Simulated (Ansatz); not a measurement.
Born–Oppenheimer molecular dynamics of Cl2H4O2Zr (9 atoms, charge 0, multiplicity 1). It starts at the highest image of a converged band. Of that band: Beside the main top the profile has a ripple of under 15 meV (maxima at images 2, 5), which may be a very shallow well or noise. A vibrational analysis at the climbing image gives one clearly imaginary mode, 865i cm⁻¹: a first-order saddle point.

These are results of RKS PBE-D4/def2-SVP (Ansatz 0.2.0), not measurements.

| Property | Result |
| --- | --- |
| ensemble | NVE (velocity Verlet) |
| time step | 0.5 fs |
| steps asked | 200 |
| starting velocities drawn for | 300 K |
| seed | 5555 |

First frame:

```xyz
9
Properties=species:S:1:pos:R:3
Zr 0.039 0.063 0.078
O -0.489 0.740 2.083
H -0.783 1.663 2.212
Cl 1.758 0.255 -1.543
Cl -1.536 1.611 -0.810
O -0.540 -1.745 0.074
H -0.869 -2.612 -0.205
H 1.553 0.305 1.403
H 0.719 0.632 1.980
```

(1) How far do the bonds stretch over the last three quarters of this one trajectory? (Pairs bonded in most of those frames.)

Answers

(1) 
| bond | mean (Å) | spread (Å) | shortest | longest |
| --- | --- | --- | --- | --- |
| Zr1–O2 | 2.413 | 0.075 | 2.28 | 2.50 |
| Zr1–Cl4 | 2.379 | 0.033 | 2.31 | 2.42 |
| Zr1–Cl5 | 2.409 | 0.030 | 2.35 | 2.44 |
| Zr1–O6 | 1.912 | 0.008 | 1.89 | 1.92 |
| Zr1–H8 | 1.884 | 0.033 | 1.83 | 1.95 |
| O2–H3 | 0.981 | 0.019 | 0.95 | 1.01 |
| O2–H9 | 0.988 | 0.042 | 0.92 | 1.07 |
| O6–H7 | 0.970 | 0.010 | 0.95 | 0.99 |

Pairs bonded in part of these frames only: Zr1–H9 15 %.

Mean temperature of the second half: 324 K. The conserved energy stayed within 0.21 meV per atom of its start (net change -0.14 meV per atom), so the integration is sound. A run of 0.1 ps of so small a system gives no equilibrium averages. The orbitals stay closed-shell, which can raise the energy where a bond breaks towards radicals; this wasn't checked here.

The run took 5 min on 4 threads of Arm Neoverse V1, on a shared host, peak memory 0.18 GiB.
